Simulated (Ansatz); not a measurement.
Reaction (ligand exchange at the Si–N bond): `O[Si](O)(O)N[Si](O)(O)O` + `C=CS` → `C=CS[Si](O)(O)O` + `N[Si](O)(O)O`

Isolated molecules relaxed with PBE0-D4/def2-TZVP in Ansatz; ΔE leaves out vibrations. CCSD(T)/CBS is the MP2 limit (def2-TZVPP, def2-QZVPP) plus CCSD(T) − MP2 in def2-TZVPP, frozen cores. This one scheme is used for every species. Each species was taken in one conformer, which may not be the lowest.

```
                  species  CCSD(T)/CBS(def2) energy (Eh)
`O[Si](O)(O)N[Si](O)(O)O`                    -1088.54902
                   `C=CS`                     -476.25541
        `C=CS[Si](O)(O)O`                     -992.26819
           `N[Si](O)(O)O`                     -572.52479
```

(1) Work out ΔE.

Largest T1 diagnostic among the species: 0.012.

Results:

(1) ΔE = (-992.26819) + (-572.52479) − (-1088.54902) − (-476.25541) = 0.01145 Eh = +0.31 eV.

From PBE to PBE0 (25 % exact exchange), in def2-TZVPP and without D4, ΔE moves by +0.04 eV. In def2-TZVPP, CCSD(T) changes the Hartree–Fock value by −0.08 eV (the triples alone add −0.03 eV) and MP2 by −0.14 eV.
